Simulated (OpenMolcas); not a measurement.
# I²⁺: effect of the basis set

```
Program             : OpenMolcas 26.06
Method              : CASSCF
Active space        : 5 electrons in 4 orbitals (5s 5p)
State averaging     : 2S+1 = 4 odd, 1 root; 2S+1 = 2 odd, 8 roots; 2S+1 = 4 even, 3 roots; 2S+1 = 2 even, 9 roots
Spin-orbit coupling : RASSI with atomic mean-field integrals over the reference wave functions, term energies averaged over their components
```

A. ANO-R1 [6s5p3d1f], X2C, finite nucleus; cost of the order of 9 core-seconds
B. ANO-RCC-VDZP [6s5p3d1f], DKH2, point nucleus; cost roughly 11 core-seconds
C. ANO-R2 [7s6p4d2f1g], X2C, finite nucleus; cost of the order of 10 core-seconds
D. ANO-RCC-VTZP [7s6p4d2f1g], DKH2, point nucleus; cost roughly 13 core-seconds
E. ANO-RCC-VQZP [8s7p5d3f2g], DKH2, point nucleus; cost of the order of 25 core-seconds
F. ANO-R3 [8s7p5d4f3g2h], X2C, finite nucleus; cost roughly 24 core-seconds

Energies in cm⁻¹ above 5s² 5p³ ⁴S°_3/2.

| Level | A | B | C | D | E | F |
| --- | --- | --- | --- | --- | --- | --- |
| 5s² 5p³ ⁴S°_3/2 | 0.0 | 0.0 | 0.0 | 0.0 | 0.0 | 0.0 |
| 5s² 5p³ ²D°_3/2 | 15254 | 15229 | 15624 | 15507 | 15541 | 15609 |
| 5s² 5p³ ²D°_5/2 | 18802 | 18851 | 18906 | 18827 | 18839 | 18929 |
| 5s² 5p³ ²P°_1/2 | 26099 | 26184 | 26396 | 26274 | 26290 | 26416 |
| 5s² 5p³ ²P°_3/2 [73 %] | 31139 | 31361 | 30925 | 30880 | 30848 | 31010 |
| 5s 5p⁴ ⁴P_5/2 | 89086 | 88984 | 89280 | 89071 | 89076 | 89238 |
| 5s 5p⁴ ⁴P_3/2 | 94659 | 94655 | 94476 | 94334 | 94271 | 94470 |
| 5s 5p⁴ ⁴P_1/2 | 96885 | 96896 | 96615 | 96490 | 96405 | 96616 |
| 5s 5p⁴ ²D_3/2 | 125125 | 124925 | 125323 | 125052 | 125076 | 125339 |
| 5s 5p⁴ ²D_5/2 | 126054 | 125896 | 126158 | 125902 | 125916 | 126187 |
| 5s 5p⁴ ²S_1/2 | 142178 | 141936 | 142578 | 142245 | 142274 | 142595 |
| 5s 5p⁴ ²P_3/2 | 154965 | 154438 | 154899 | 154605 | 154653 | 154944 |
| 5s 5p⁴ ²P_1/2 | 162009 | 161652 | 161569 | 161327 | 161343 | 161680 |

Among A to F the level of the table that moves most is 5s 5p⁴ ²P_1/2, by 680 cm-1 (lowest in D, highest in A).

Terms of s pⁿ other than that of highest spin mix with s² pⁿ⁻² d, which this space lacks; all of them can be thousands of cm-1 off, and some have no real level of that name. Levels of configurations outside the active space are missing.

A share in square brackets marks a mixed level and gives the weight of the term that names it, the lowest over the columns. ° marks odd parity.
